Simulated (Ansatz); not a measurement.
Ansatz (a program for electronic structure) input:
A basis named .json is the Basis Set Exchange file of that set.

Ansatz 0.2 input:
```yaml
crystal:
  periodic: [false, false, false]
  atoms:
    - {symbol: Si, position_ang: [-0.78938602, -0.50066100, -0.22796937]}
    - {symbol: F, position_ang: [-1.35647211, 1.07059577, -0.03395861]}
    - {symbol: Cl, position_ang: [1.42786254, -0.09936464, 0.13243349]}
    - {symbol: H, position_ang: [-1.01400973, -0.93690902, 1.24582922]}
basis:
  gaussian:
    orbitals: aug-cc-pV_D+d_Z.json
total_charge: -1
magnetization: {spin_polarized: false}
correlation: {method: ccsd_t, electrons: outside_noble_gas}
output: {forces: true}
```

What final total energy does it print?

-849.10119 Eh (CCSD(T)/aug-cc-pV(D+d)Z). The basis has 96 functions. The run takes very roughly 30 core-seconds.

It need not be the lowest isomer of its formula. Whether it binds its extra electron was not tested at this geometry.
